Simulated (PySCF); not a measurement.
## Working out the ionisation energy of Si²⁺

Si²⁺ [Ne] 3s2 (1S) → Si³⁺ [Ne] 3s1 (2S). All numbers are calculated (PySCF 2.14, the spin-free X2C one-electron Hamiltonian (Gaussian nucleus), in aug-cc-pCVTZ-DK with one added diffuse shell each of s, p, d, f type (9s8p6d4f, 91 functions)). Frozen: nothing. Energies in hartree (1 hartree = 27.21139 eV):

| part | Si²⁺ (lower) | Si³⁺ (upper) |
| --- | --- | --- |
| UHF | -288.597738 | -287.420981 |
| CCSD correlation | -0.364859 | -0.315530 |
| (T) | -0.003223 | -0.001706 |

Question: What does Hartree-Fock give?

Answer: (-287.420981) − (-288.597738) = 1.176757 hartree = 32.021 eV.

Question: What do CCSD and CCSD(T) give?

Answer: The CCSD correlation energies differ by 0.049329 hartree = 1.342 eV and the triples by 0.001517 hartree = 0.041 eV, so CCSD gives 33.363 eV and CCSD(T) 33.404 eV.

Measured between the centres of the two terms (NIST): 33.493 eV, so CCSD(T) (all electrons) is off by -0.089 eV.

What remains against the reference includes basis incompleteness and higher excitations.
